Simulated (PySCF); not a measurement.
**Frontier orbitals and the lowest excitations**

Species: C6H14P2.
Z-matrix (Å and degrees, PBE0-D3(BJ)/def2-SVP geometry), rows numbered from 1:
```
C 
P   1  1.8567
C   2  1.8385  1  101.34
C   3  1.3428  2  124.67  1    74.62
P   4  1.8338  3  122.20  2     0.04
C   5  1.8799  4  101.02  3   107.56
C   6  1.5221  5  115.04  4    51.95
C   6  1.5249  5  109.13  4   -75.00
H   1  1.1005  2  108.43  3   167.61
H   1  1.0988  2  113.15  3    45.89
H   1  1.0995  2  107.95  3   -75.29
H   2  1.4282  1   97.26  3   -97.13
H   3  1.0977  2  116.89  1  -108.49
H   4  1.0969  3  118.43  2   178.93
H   5  1.4290  4   96.84  3  -153.84
H   6  1.1055  5  102.65  4   170.04
H   7  1.1030  6  110.57  5   176.24
H   7  1.1014  6  111.12  5   -64.85
H   7  1.1007  6  111.98  5    56.05
H   8  1.1001  6  111.90  5   -53.93
H   8  1.1021  6  110.53  5  -174.64
H   8  1.1020  6  110.90  5    66.03
```

The calculation used TDDFT CAM-B3LYP/def2-SVPD, vertical, gas phase, core orbitals frozen in the response in PySCF 2.14.0, density-fitted response routines.

Kohn–Sham orbitals with the atoms that hold most of them (Löwdin shares over 4%, at most four atoms; ? is withheld):

```
orbital  ε (eV)                           atoms
 LUMO+2    1.66     C1 14%, C8 8%, C7 8%, P2 7%
 LUMO+1    1.18  C3 12%, C4 12%, P2 10%, P5 10%
   LUMO    0.26                               ?
   HOMO   -7.50  P2 33%, P5 23%, C4 11%, C3 10%
 HOMO-1   -8.49                               ?
 HOMO-2   -9.34  C3 24%, C4 19%, C6 11%, P2 11%
 HOMO-3  -10.30  C4 18%, C6 13%, C3 12%, P5 12%
```

Problem. Give the leading atoms of the LUMO.

Solution. C3 (bonded to C, P and H) 27%; C4 (bonded to C, P and H) 23%; P2 (bonded to 2 C and H) 11%; P5 (bonded to 2 C and H) 9%. By element: carbon 50% or more, phosphorus 20%.

Problem. Give the leading atoms of the HOMO-1.

Solution. P5 (bonded to 2 C and H) 36%; P2 (bonded to 2 C and H) 19%; C4 (bonded to C, P and H) 10%; C1 (bonded to P and 3 H) 6%. By element: phosphorus 56%, carbon 17% or more.

Problem. How does S1 compare with the orbital gap of 7.76 eV?

Solution. S1 is at 4.56 eV (f = 0.043), 3.20 eV below the gap, made of HOMO→LUMO (95%). Without the coupling terms of the response equations the lowest excitation would equal the gap.

Problem. Give energy, strength and leading configuration of S1, S2 and S3, and follow the Löwdin shares of the leading atoms from the occupied to the empty orbital.

Solution. 
- S1 (4.56 eV, f 0.043), HOMO→LUMO (95%): P2 33% → 11%, P5 23% → 9%, C3 10% → 27%, C4 11% → 23%
- S2 (5.52 eV, f 0.029), HOMO-1→LUMO (91%): P5 36% → 9%, P2 19% → 11%, C3 at most 7% → 27%, C4 10% → 23%
- S3 (5.84 eV, f 0.128), HOMO→LUMO+1 (79%): P2 33% → 10%, P5 23% → 10%, C3 10% → 12%, C4 11% → 12%

One conformer stands for the species.
